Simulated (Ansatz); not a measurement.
A nudged elastic band was laid between two geometries of AlCl₃FH₅NOTa (13 atoms, charge 0, multiplicity 1).

All numbers below come from Ansatz, RKS PBE/def2-SVP.

| Property | Result |
| --- | --- |
| movable images | 7 |
| climbing image | yes |
| spring | 5.0 eV/Å² |
| optimiser | quadratic models (default) |
| start path | through a guess of the saddle point |
| force threshold | 0.05 eV/Å |
| iteration limit | 60 |
| end points | relaxed |

First end point:

```xyz
13
Properties=species:S:1:pos:R:3
Ta 0.171 0.033 0.300
F 1.923 0.687 0.565
Cl -0.449 0.430 2.535
Cl 0.495 -0.270 -2.011
N -0.941 1.600 -0.174
H -1.471 2.169 0.496
H -1.127 1.916 -1.133
Cl -1.734 -1.709 0.173
O 1.030 -1.890 0.774
Al -0.156 -3.341 0.730
H 0.107 -4.266 -0.541
H -0.460 -3.886 2.198
H 1.982 -1.950 0.983
```

Last end point:

```xyz
13
Properties=species:S:1:pos:R:3
Ta 0.170 0.030 0.292
F 1.920 0.685 0.563
Cl -0.459 0.413 2.526
Cl 0.497 -0.260 -2.020
N -0.940 1.602 -0.174
H -1.468 2.168 0.501
H -1.123 1.929 -1.130
Cl -1.730 -1.715 0.151
O 1.033 -1.891 0.761
Al -0.156 -3.339 0.742
H -0.466 -3.853 2.219
H 0.108 -4.291 -0.509
H 1.984 -1.954 0.973
```

(1) What changes between the two ends?

(2) What energy profile does the band end with?

(3) What is the geometry of the highest image?

(4) What are the harmonic wavenumbers there?

The band took 17 iterations and of the order of 25 core-minutes.

Answers

(1) No bond is made or broken.  The two ends are copies of one structure, up to a mirror image or an exchange of like atoms.

(2) It converged. The highest image is number 4 of 0 to 8, 17.2 kcal/mol above the ends, which have the same energy within 2 meV. A vibrational analysis at the climbing image gives one clearly imaginary mode, 72i cm⁻¹: a first-order saddle point.

```csv
image,path coordinate (Å),energy (kcal/mol)
0,0.00,0.0
1,0.86,2.0
2,1.72,10.2
3,2.58,16.5
4,3.44,17.2
5,4.35,16.9
6,5.25,13.0
7,6.15,3.2
8,7.05,0.0
```

(3) 
```xyz
13
Properties=species:S:1:pos:R:3:forces:R:3
Ta -0.157 0.040 0.188 -0.01 0.00 0.01
F 1.754 0.259 0.325 -0.01 0.00 -0.01
Cl -0.335 0.379 2.524 0.00 0.00 0.00
Cl 0.089 -0.126 -2.157 0.01 -0.01 0.00
N -0.849 1.867 -0.062 0.01 0.02 -0.01
H -1.129 2.494 0.700 0.00 -0.01 0.00
H -0.973 2.320 -0.974 0.00 -0.01 0.00
Cl -2.128 -1.282 0.137 0.01 0.00 0.00
O 0.752 -2.052 0.559 0.01 -0.01 0.00
Al 0.285 -3.733 0.923 0.00 0.00 0.00
H 1.578 -4.639 1.119 0.00 0.00 -0.01
H -1.229 -4.159 1.042 0.00 0.00 0.00
H 1.712 -1.845 0.573 -0.02 0.01 0.00
```

(4) 72i, 20, 79, 89, 105, 108, 149, 163, 173, 196, 225, 231, 278, 326, 326, 344, 355, 512, 541, 573, 595, 600, 613, 670, 717, 757, 943, 1439, 1913, 1976, 3460, 3562, 3642 cm⁻¹.

Run time: 6.5 min on 4 threads of Arm Neoverse V2, on a shared host, peak memory 0.31 GiB.
